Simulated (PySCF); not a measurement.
Species: C8H11OP.
Numbering: `[CH3:1][C:2]1=[CH:3][P@@:4](=[O:5])([CH:6]2[CH2:7][CH2:8]2)[CH:9]=[CH:10]1`

Geometry (GFN2-xTB, Å), atoms numbered from 1 in this order:
```xyz
21
C8H11OP angstrom
C      3.3473    0.5970   -0.0263
C      1.9740    0.0513    0.1688
C      0.9295    0.7019    0.6990
P     -0.5283   -0.3766    0.7064
O     -1.2173   -0.6253    1.9775
C     -1.6183    0.2460   -0.6142
C     -2.7327    1.1377   -0.1512
C     -3.0303   -0.2582   -0.5796
C      0.4276   -1.7365   -0.0326
C      1.6803   -1.3260   -0.2373
H      3.5981    0.6031   -1.0871
H      3.4238    1.6097    0.3600
H      4.0761   -0.0330    0.4824
H      0.9407    1.7178    1.0537
H     -1.1469    0.4393   -1.5679
H     -2.7846    1.3495    0.9075
H     -3.0302    1.9592   -0.7860
H     -3.5369   -0.4243   -1.5189
H     -3.2802   -0.9695    0.1947
H      0.0348   -2.7109   -0.2654
H      2.4645   -1.9351   -0.6631
```

Definitions: NICS(0) = −σiso at the ring centroid; NICS(1) = −σiso and NICS(1)zz = −σzz at ±1 Å along the ring normal z. Level: GIAO PBE0/pcSseg-1 (PySCF, non-relativistic, gas phase) on the GFN2-xTB geometry, one conformer.

Rings: 1. C2–C3–P4–C9–C10; 2. C6–C7–C8.

```json
{"set": "P", "NICS(0)": "0.9", "NICS(1), two faces": "-1.4 / -2.4", "NICS(1)zz, two faces": "1.7 / 2.9"}
{"set": "Q", "NICS(0)": "-45.1", "NICS(1), two faces": "-9.8 / -8.5", "NICS(1)zz, two faces": "-25.4 / -24.0"}
```

Question: Which set (ppm) belongs to which ring?

Answer: P = 1, Q = 2.
- 1 (5-membered ring with P; formal bonds 2 double, 3 single): mean NICS(1)zz 2.3 ppm, near zero. P4 has four or more neighbours, so the value isn't read as a sign of a π ring current.
- 2 (3-membered carbocycle; formal bonds all single): mean NICS(1)zz -24.7 ppm, shielded. C6, C7, C8 have four or more neighbours; no verdict on aromaticity is drawn.

Question: How do the rings differ in shape?

Answer: 
```tsv
ring	bond lengths (Å)	rms pucker (Å)	HOMA	nearest outside atom to a NICS(1) probe (Å)
1	1.340, 1.813, 1.819, 1.334, 1.466	0.00	–	hydrogen 2.12
2	1.500, 1.490, 1.500	0.00	–	hydrogen 1.43
```
